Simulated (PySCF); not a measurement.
C$_{3}$H$_{9}$SiTe, doublet, geometry from GFN2-xTB (core potentials on Te); DF-SVWN5/def2-SV(P) (PySCF).

The PySCF input:
```python
from pyscf import gto, scf, dft

mol = gto.M(
    atom='''
C    -0.846379    1.446869   -1.948751
Si   -0.393815   -0.202572   -1.110081
C     0.961802   -1.067468   -2.131401
C    -1.937952   -1.316879   -1.057162
Te    0.428997    0.220669    1.209250
H    -1.207469    1.288319   -2.960275
H    -1.624126    1.965299   -1.396455
H     0.014400    2.106231   -2.003461
H     1.856931   -0.455871   -2.189580
H     1.240130   -2.017546   -1.685781
H     0.626831   -1.262337   -3.145563
H    -2.314810   -1.515352   -2.055806
H    -1.714710   -2.271695   -0.591135
H    -2.736435   -0.850952   -0.487928
''',
    basis='def2-sv(p)',
    ecp={'Te': 'def2-sv(p)'},
    charge=0,
    spin=1,
    verbose=4,
)

mf = dft.UKS(mol)
mf.xc = 'lda,vwn'
mf = mf.density_fit(auxbasis='def2-universal-jkfit')
mf.kernel()
```

Output, abridged:

```
PySCF version 2.14.0

[INPUT] verbose = 4
[INPUT] num. atoms = 14
[INPUT] num. electrons = 65
[INPUT] charge = 0
[INPUT] spin (= nelec alpha-beta = 2S) = 1
[INPUT] symmetry False subgroup None
[INPUT] Mole.unit = angstrom
[INPUT] Symbol           X                Y                Z      unit          X                Y                Z       unit  Magmom
[...]
nuclear repulsion = 326.87867660229
number of shells = 54
number of NR pGTOs = 205
number of NR cGTOs = 104
basis = def2-sv(p)
ecp = {'Te': 'def2-sv(p)'}

******** <class 'pyscf.df.df_jk.DFUKS'> ********
method = DFUKS
initial guess = minao
damping factor = 0
level_shift factor = 0
DIIS = <class 'pyscf.scf.diis.CDIIS'>
diis_start_cycle = 1
diis_space = 8
diis_damp = 0
SCF conv_tol = 1e-09
SCF conv_tol_grad = None
SCF max_cycles = 50
direct_scf = False
number electrons alpha = 33  beta = 32
XC library pyscf.dft.libxc version 7.1.2
    S. Lehtola, C. Steigemann, M. J. T. Oliveira, and M. A. L. Marques,  SoftwareX 7, 1–5 (2018)
XC functionals = lda,vwn
    P. A. M. Dirac,  Math. Proc. Cambridge Philos. Soc. 26, 376 (1930)
    F. Bloch,  Z. Phys. 57, 545 (1929)
    S. H. Vosko, L. Wilk, and M. Nusair,  Can. J. Phys. 58, 1200 (1980)
radial grids:
    Treutler-Ahlrichs [JCP 102, 346 (1995); DOI:10.1063/1.469408] (M4) radial grids

becke partition: Becke, JCP 88, 2547 (1988); DOI:10.1063/1.454033
pruning grids: <function nwchem_prune>
grids dens level: 3
symmetrized grids: False
atomic radii adjust function: <function treutler_atomic_radii_adjust>
small_rho_cutoff = 0
Set gradient conv threshold to 3.16228e-05
tot grids = 171768
init E= -646.949008321416

cycle= 1 E= -671.741426216017  delta_E= -24.8  |g|= 2.28  |ddm|= 6.62
cycle= 2 E= -662.967718126742  delta_E= 8.77  |g|=  3.6  |ddm|= 21.4
cycle= 3 E= -673.610558646898  delta_E= -10.6  |g|= 0.906  |ddm|= 20.9
cycle= 4 E= -673.596131663476  delta_E= 0.0144  |g|= 1.09  |ddm|= 2.88
cycle= 5 E= -674.340712796533  delta_E= -0.745  |g|= 0.227  |ddm|= 2.22
cycle= 6 E= -674.363745800999  delta_E= -0.023  |g|= 0.154  |ddm|= 1.24
cycle= 7 E= -674.381539072703  delta_E= -0.0178  |g|= 0.0477  |ddm|= 1.18
cycle= 8 E= -674.381438411638  delta_E= 0.000101  |g|= 0.0449  |ddm|= 1.13

cycle= 9 E= -674.382405587811  delta_E= -0.000967  |g|= 0.03  |ddm|= 0.0439
cycle= 10 E= -674.382237108331  delta_E= 0.000168  |g|= 0.0323  |ddm|= 1.13

cycle= 11 E= -674.382424629449  delta_E= -0.000188  |g|= 0.0297  |ddm|= 0.199

[...]

cycle= 21 E= -674.382503766995  delta_E= -0.000282  |g|= 0.0283  |ddm|= 1.12
cycle= 22 E= -674.382140269729  delta_E= 0.000363  |g|= 0.034  |ddm|= 0.0825
cycle= 23 E= -674.382032117592  delta_E= 0.000108  |g|= 0.0355  |ddm|= 0.00927
cycle= 24 E= -674.382234924066  delta_E= -0.000203  |g|= 0.0327  |ddm|= 0.0499
cycle= 25 E= -674.382256103512  delta_E= -2.12e-05  |g|= 0.0324  |ddm|= 1.13
cycle= 26 E= -674.382226737683  delta_E= 2.94e-05  |g|= 0.0328  |ddm|= 0.106
cycle= 27 E= -674.381832052826  delta_E= 0.000395  |g|= 0.0381  |ddm|= 0.0508
cycle= 28 E= -674.381579174116  delta_E= 0.000253  |g|= 0.0412  |ddm|= 0.00911
cycle= 29 E= -674.382110432751  delta_E= -0.000531  |g|= 0.0344  |ddm|= 0.0209
cycle= 30 E= -674.380873674562  delta_E= 0.00124  |g|= 0.0488  |ddm|= 1.13
cycle= 31 E= -674.380142948825  delta_E= 0.000731  |g|= 0.0555  |ddm|= 0.02
cycle= 32 E= -674.38121086427  delta_E= -0.00107  |g|= 0.0452  |ddm|= 0.03
cycle= 33 E= -674.381811451901  delta_E= -0.000601  |g|= 0.0384  |ddm|= 0.0211
cycle= 34 E= -674.380275018421  delta_E= 0.00154  |g|= 0.0545  |ddm|= 1.13
cycle= 35 E= -674.380226479757  delta_E= 4.85e-05  |g|= 0.0549  |ddm|= 0.00684
cycle= 36 E= -674.380122515489  delta_E= 0.000104  |g|= 0.0559  |ddm|= 0.00625
cycle= 37 E= -674.379772599064  delta_E= 0.00035  |g|= 0.0588  |ddm|= 0.00895
cycle= 38 E= -674.380897812711  delta_E= -0.00113  |g|= 0.0486  |ddm|= 0.0301
cycle= 39 E= -674.381873705211  delta_E= -0.000976  |g|= 0.0377  |ddm|= 0.0324
cycle= 40 E= -674.381374964737  delta_E= 0.000499  |g|= 0.0436  |ddm|= 1.13
cycle= 41 E= -674.380746393721  delta_E= 0.000629  |g|= 0.0501  |ddm|= 0.019
cycle= 42 E= -674.381003150039  delta_E= -0.000257  |g|= 0.0476  |ddm|= 0.008
cycle= 43 E= -674.381208423089  delta_E= -0.000205  |g|= 0.0454  |ddm|= 0.0104
cycle= 44 E= -674.382095333811  delta_E= -0.000887  |g|= 0.0346  |ddm|= 0.0326

cycle= 45 E= -674.382494396066  delta_E= -0.000399  |g|= 0.0286  |ddm|= 1.12
cycle= 46 E= -674.38177202577  delta_E= 0.000722  |g|= 0.0389  |ddm|= 0.179
cycle= 47 E= -674.381024730985  delta_E= 0.000747  |g|= 0.0473  |ddm|= 0.0247
cycle= 48 E= -674.380401166432  delta_E= 0.000624  |g|= 0.0533  |ddm|= 0.0176
cycle= 49 E= -674.381292605258  delta_E= -0.000891  |g|= 0.0445  |ddm|= 1.13
cycle= 50 E= -674.381643058293  delta_E= -0.00035  |g|= 0.0405  |ddm|= 0.0117
SCF not converged.
SCF energy = -674.381643058293 after 50 cycles  <S^2> = 0.75111255  2S+1 = 2.0011122
```

Convergence was not reached.
